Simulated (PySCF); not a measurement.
A side-by-side comparison of computed properties.

First species: C2H6Ge2.
SMILES: `C#[C][GeH2][GeH3]`

Second species: Hg(OMe)2, C2H6HgO2 (singlet state).
SMILES: `C[O][Hg][O]C`

Levels: CAM-B3LYP/def2-SVPD for dipole moment, HOMO energy, LUMO energy, HOMO–LUMO gap and static isotropic polarisability; TDDFT CAM-B3LYP/def2-SVPD for lowest singlet excitation; TDA CAM-B3LYP/def2-SVPD for lowest triplet excitation (Tamm–Dancoff); ΔSCF CAM-B3LYP/def2-SVPD for vertical ionisation energy; PBE0-D3(BJ)/def2-SVP for rotational constant A and rotational constant C. Geometries: PBE0-D3(BJ)/def2-SVP. Each species is one conformer at its optimised geometry, gas phase (atoms past krypton carry core potentials, spin–orbit coupling is left out). Electronic properties by PySCF.

```csv
property,column X,column Y
dipole moment,2.17 D,0.20 D
HOMO energy,-8.67 eV,-9.00 eV
LUMO energy,-0.39 eV,0.60 eV
HOMO–LUMO gap,8.28 eV,9.60 eV
lowest singlet excitation,4.49 eV,6.02 eV
lowest triplet excitation (Tamm–Dancoff),4.04 eV,4.96 eV
static isotropic polarisability,67.5 au,88.3 au
vertical ionisation energy,9.51 eV,9.79 eV
rotational constant A,13.887 GHz,4.967 GHz
rotational constant C,1.274 GHz,1.090 GHz
```

(1) Which column belongs to which species?

(2) How does each property change from the first species to the second?

Answers

(1) Column X is the second species and column Y the first. The first has 10 atoms and 82 electrons, the second 11 and 114.

(2) dipole moment +1.97 D; HOMO energy +0.33 eV; LUMO energy -0.99 eV; HOMO–LUMO gap -1.32 eV; lowest singlet excitation -1.53 eV; lowest triplet excitation (Tamm–Dancoff) -0.92 eV; static isotropic polarisability -20.8 au; vertical ionisation energy -0.28 eV; rotational constant A +8.920 GHz; rotational constant C +0.184 GHz.

On the first: A dipole of 0.20 D is allowed in Cs, and pure rotational transitions are dipole-allowed. The vertical singlet–triplet gap S1 − T1 is 1.06 eV (TDDFT singlet less Tamm–Dancoff triplet). The calculation is non-relativistic and has no spin–orbit coupling, an omission that weighs most on germanium.

On the second: The principal polarisabilities are 50.5, 54.1 and 97.8 au; their mean is the isotropic value. The vertical singlet–triplet gap S1 − T1 is 0.45 eV (TDDFT singlet less Tamm–Dancoff triplet; S1: HOMO→LUMO, weight 0.96; T1: HOMO→LUMO, weight 0.92). Atoms past krypton carry effective core potentials; spin–orbit coupling is left out.
